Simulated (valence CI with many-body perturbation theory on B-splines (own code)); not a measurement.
The numbers below are computed, except where a source is named.
Run record, Hg XVIII

Method: valence CI with perturbative core correlation (CI+MBPT): three valence electrons over a frozen Dirac-Fock core [Kr] 4d10 4f14, a basis of 6 s, 6 p, 5 d, 3 f, 1 g functions for each j, with the one-electron correlation potential Σ1 (screened to all orders), the two-electron term Σ2, the three-electron term Σ3, Breit, model QED; selected single and double excitations, second order for the rest, scaled by the run's own slope (own B-spline code, finite nucleus).

Command, and the settings that its task file holds:

```sh
python run_cv.py task.json out
```

```
atom Hg  Z=80  mass_number=202  rms_radius_fm=5.4648
core [Kr] 4d10 4f14
valence 5s2 5p1
avg = 1
basis = S
breit = 1
cap = 10000
capref = 1200
cscale = 1
de = 0.0
dress = 0
eps = 2e-08
extrap = 1
h = 0.27
hh = 1
l2 = 3
lcore = 6
maxit = 60
n2 = 5
natural = 1
nlev = 20
nno = [3, 3, 3, 2, 1]
nroot = 26
nsp = [3, 3, 2, 1, 0]
pt2 = 1
qed = 1
rpa = 1
s1 = 1
s2 = 1
s3 = 1
screen = 1
tol = 0.03
whole = 1
```

It took 57 s on 1 thread of Arm Neoverse V2, on a shared host.

Log. The first blocks belong to the next ion, which gives the ionisation energy. Fields: 2J, parity (1 odd), roots, reference size, generating configurations, candidates as configurations/state functions, variational space P, stored matrix elements, Davidson steps; e2 is the range of second-order energies in hartree. The first line gives the box (bohr), its intervals, the orbitals and the steps of their self-consistent field. Window is the range of levels sought, series limit the energy at which the first omitted orbital would enter, core excitation an estimate of the first excitation out of the core, left out the lowest levels not solved, and shifts from estimates the range by which levels moved from their first estimate, all in cm⁻¹.

```
rmax 8.3 intervals 60 orbitals 36 references ['5s2 5p', '5s 5p2', '5s2 5d', '5p3', '5s 5p 5d'] scf 4 t 1.0
2J=0 par=0 roots 2 ref 15 generators 4 cand 92/92 P 107/107 nnz 0 it 0
   second order: generators 12 cand 0/0 e2 -0.00000 -0.00000
reference levels 277, estimated 4, window 348015 1/cm; series limit 1934920, core excitation 435019
2J=1 par=1 roots 1 ref 33 generators 3 cand 639/938 P 349/504 nnz 0 it 0
2J=1 par=1 roots 1 ref 33 generators 5 cand 801/1207 P 492/726 nnz 0 it 0
   second order: generators 10 cand 1253/1890 e2 -0.00000 -0.00000
2J=3 par=1 roots 1 ref 50 generators 5 cand 1063/2243 P 409/781 nnz 0 it 0
2J=3 par=1 roots 1 ref 50 generators 6 cand 966/2059 P 552/1061 nnz 0 it 0
   second order: generators 11 cand 1274/2833 e2 -0.00001 -0.00001
2J=1 par=0 roots 1 ref 23 generators 3 cand 353/516 P 413/589 nnz 0 it 0
2J=1 par=0 roots 1 ref 23 generators 5 cand 515/759 P 554/816 nnz 0 it 0
   second order: generators 10 cand 1198/1805 e2 -0.00000 -0.00000
left out: unestimated 530329, estimated 501818, shifts from estimates 0 to 4
operators 5.0
```

The Davidson iterations converged. The settings are bad on purpose, so the numbers may not be properties of the ion.

No measured levels were compared; by estimate levels hold to about 250 cm⁻¹ or 0.2 % of their energy and the worst to 1 %, as in measured heavy ions of charge 2 to 7. The list stops below the first excitations out of the core.

- Valence energy: -52.38751 hartree
- Ionisation energy: 421.3 eV (NIST: 429 ± 21 eV (theoretical))
- Reference configurations for the orbitals: 5s2 5p, 5s 5p2, 5s2 5d, 5p3, 5s 5p 5d
- Radial orbitals: 36
- Box radius: 8.296 bohr
- Largest variational space: 1061
- Lowest levels: 5s²5p ²P°_1/2 0.000, 5s²5p ²P°_3/2 25.128, 5s5p² ⁴P_1/2 42.331 eV

Names give the largest LS component (configuration and term), which can be under half, so a name can repeat, a term be missing and a line seem to break the LS rules; names also repeat where a configuration has a term twice.
